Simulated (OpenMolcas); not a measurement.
Xe V: effect of the IPEA shift

```
Program             : OpenMolcas
Basis               : ANO-RCC-VTZP [7s6p4d2f1g]
Scalar Hamiltonian  : DKH2, point nucleus
Active space        : 2 electrons in 3 orbitals (5p)
State averaging     : 2S+1 = 3 even, 3 roots; 2S+1 = 1 even, 6 roots
Spin-orbit coupling : state interaction with AMFI integrals over the reference wave functions, term energies averaged over their components
```

Methods on the same reference wave functions:
A. CASSCF
B. SS-CASPT2, IPEA 0 Eh, imaginary shift 0.1 Eh (closed shells correlated: 4d 5s)
C. SS-CASPT2, IPEA 0.25 Eh, imaginary shift 0.1 Eh (closed shells correlated: 4d 5s)

Energies in cm-1 above 5s2 5p2 3P0, the measured ground level; measured values from Saloman, J. Phys. Chem. Ref. Data 33, 765 (2004).

| Level | A | B | C | Measured |
| --- | --- | --- | --- | --- |
| 5s2 5p2 3P0 | 0.0 | 0.0 | 0.0 | 0.0 |
| 5s2 5p2 3P1 | 7565 | 8030 | 8040 | 9292 |
| 5s2 5p2 3P2 [72 %] | 13082 | 12890 | 12830 | 14127 |
| 5s2 5p2 1D2 [72 %] | 28124 | 26460 | 26280 | 28411 |
| 5s2 5p2 1S0 | 48052 | 42960 | 42820 | 44470 |

Deviations, from unrounded energies. A percentage is the sum of absolute deviations over the sum of measured energies, with the sign that they share, or ± where signs differ.

| Against measurement | Levels | A | B | C |
| --- | --- | --- | --- | --- |
| mean absolute deviation (cm-1) | 4 | 1700 | 1500 | 1600 |
| fine structure of the ground term (%) | 2 | -11.8 | -10.7 | -10.9 |
| other terms of the ground configuration (%) | 2 | ±5.3 | -4.8 | -5.2 |

B lies closest to measurement on these levels and A furthest from it. The largest miss of B in the table is 5s2 5p2 1D2 [72 %], by -1900 cm-1. The ranking rests on the paired levels alone, and a cruder setting can come out closer through cancelling errors.

Between B and C the level of the table that moves most is 5s2 5p2 1D2 [72 %], by 180 cm-1 (lowest in C, highest in B). Moves below CASPT2's spread within the term are not significant.

From A to B the spin-free energies of the other terms of 5s2 5p2 shown, above 3P, scale by factors of 0.79 to 0.82.

The lowest spin-free term lies below A's lowest term by 0.518 hartree in B, 0.511 hartree in C.

Term energies are means over components that CASPT2 splits; among the terms shown or strongly mixed into the levels shown the widest spread is 89 cm-1 (5s2 5p2 1D, C). With the s shell closed, the reference lacks s² → p² mixing. Computed and measured levels are paired by configuration, term and J; levels that our copy of the source lacks, or whose pairing is in doubt (as where it misses far off the trend of its configuration), stay unpaired and out of the deviations. Levels of configurations outside the active space are missing.

A share in square brackets marks a mixed level and gives the weight of the term that names it, the lowest over the columns.
